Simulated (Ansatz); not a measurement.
Consider the formal hydrolysis of the Si–C bond: `C[SiH](F)[SiH2]O` + H₂O → `O[SiH2][SiH](O)F` + CH₄.

Gas-phase electronic energies from Ansatz, PBE0-D4/def2-TZVP geometries. CCSD(T)/CBS is the MP2 limit (def2-TZVPP, def2-QZVPP) plus CCSD(T) − MP2 in def2-TZVPP, frozen cores. This one scheme is used for every species. Each species was taken in one conformer, which may not be the lowest.

`C[SiH](F)[SiH2]O`:

```xyz
12

C     1.597   -1.029    0.088
Si   -0.219   -0.920   -0.300
F    -0.395   -0.920   -1.907
Si   -1.214    1.059    0.497
O    -0.514    2.397   -0.183
H     2.041   -1.915   -0.373
H     2.131   -0.146   -0.269
H     1.743   -1.098    1.169
H    -0.927   -2.127    0.212
H    -2.685    1.027    0.243
H    -0.995    1.194    1.961
H    -0.563    2.476   -1.137
```

H₂O:

```xyz
3

O    -0.342   -0.168   -0.079
H     0.179    0.393   -0.657
H     0.163   -0.225    0.735
```

`O[SiH2][SiH](O)F`:

```xyz
10

O     1.146   -0.916   -0.997
Si    1.071   -0.058    0.426
Si   -1.204    0.535    0.413
O    -1.698    0.351   -1.134
F    -2.003   -0.453    1.390
H     1.977   -1.322   -1.248
H     1.981    1.124    0.389
H     1.484   -0.897    1.586
H    -1.565    1.906    0.836
H    -1.187   -0.271   -1.660
```

CH₄:

Cartesian coordinates in Å:
```
C 0.000 0.000 0.000
H -0.755 -0.097 0.779
H 0.791 -0.730 0.168
H 0.422 1.004 0.025
H -0.457 -0.177 -0.973
```

| level | ΔE (kcal/mol) |
| --- | --- |
| CCSD/def2-SVP | -27.0 |
| CCSD/CBS(def2) | -26.3 |

Q: What does CCSD(T)/CBS give? (Estimate.)

A: Computed: -26.0 kcal/mol. The listed levels differ from it by -1.0, -0.3 kcal/mol.

Q: What do rigid-rotor, harmonic-oscillator terms from PBE0-D4/def2-TZVP frequencies (298.15 K, 1 bar) make of the CCSD(T)/CBS value? (Best estimate.)

A: Ansatz gave: ΔZPE = +0.9 kcal/mol, ΔH = -25.6 kcal/mol, ΔS = -19 J/(mol·K), ΔG = -24.2 kcal/mol. Modes under 50 cm⁻¹ make the entropy rough.

Largest T1 diagnostic among the species: 0.012.

At CCSD(T), def2-SVP lies −1.0 kcal/mol from the extrapolated value and def2-TZVPP −0.6 kcal/mol. In def2-TZVPP, CCSD(T) changes the Hartree–Fock value by +3.2 kcal/mol (the triples alone add +0.3 kcal/mol) and MP2 by +2.8 kcal/mol.
